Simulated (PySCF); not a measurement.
## How methods differ on the fine-structure interval of Ru³¹⁺

Ru³¹⁺ [Ne] 3s2 3p1 [3p1/2^1, M_J = 1/2] → Ru³¹⁺ [Ne] 3s2 3p1 [3p3/2^1, M_J = 3/2], as a difference of total energies. Computed with PySCF 2.14 in an uncontracted even-tempered set (19 s from 5.2 bohr⁻², ratio 2.4; 13 p from 6.8 bohr⁻², ratio 2.4; 4 d from 24 bohr⁻², ratio 2.6; 4 f from 36 bohr⁻², ratio 2.6), with the two-component X2C-1e Hamiltonian. Correlated levels: 1s2 frozen; the 50 highest virtual spinors dropped. "Screened" scales the spin-orbit matrix elements by Boettger's factors to mimic the two-electron term; Breit and QED terms are absent.

```tsv
method	fine-structure interval (cm⁻¹)
GHF (screened spin-orbit)	263770
GMP2 (screened spin-orbit)	261710
GHF (bare spin-orbit)	276690
```
